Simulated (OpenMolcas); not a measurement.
Cr3+ (d3) in a complex was computed by CASSCF with the d shell active (OpenMolcas, ANO-RCC-VTZP on the metal). Its lowest spin-free states, and all those of the highest spin:

```csv
2S+1,Degeneracy,E (cm-1)
4,1,0.0
4,2,11510
4,1,13450
4,1,18697
2,1,19569
2,1,19730
4,2,20578
2,2,20598
2,1,20695
2,1,27038
2,2,27246
2,1,28785
4,1,32769
4,2,33622
```

Problem. Is the site octahedral, tetrahedral or cube-like, axial, or of lower symmetry?

Solution. The states with 2S+1 = 4 have orbital degeneracies 1, 2, 1, 1, 2, 1, 2. There are pairs but no triples, so the site is axial: not cubic, but with a proper or improper axis of order three or more. The run had Cr3+ with 6 ligands (fluoride) in tetragonal octahedral coordination (D4h) at 1.93 Å, the axial distance 2.026 Å. A charge of +0.5 e stands 2.4 Å behind each ligand. Ligand basis ANO-RCC-VDZP.

Without dynamic correlation the repulsion within the d shell is too large (B by tens of per cent), so at a given field states of lower spin stand too high. Ligand-to-metal charge-transfer states are missing. With no ligand orbital active B as a rule stays too high, so bands that hang on it stand too high and its fall with covalency is understated. With metal d orbitals alone and no dynamic correlation the field as a rule comes out too small, by tens of per cent, by up to half for chloride and softer ligands. No measured value stands beside these numbers; the geometry was imposed, not optimised, and the real ion may take another.
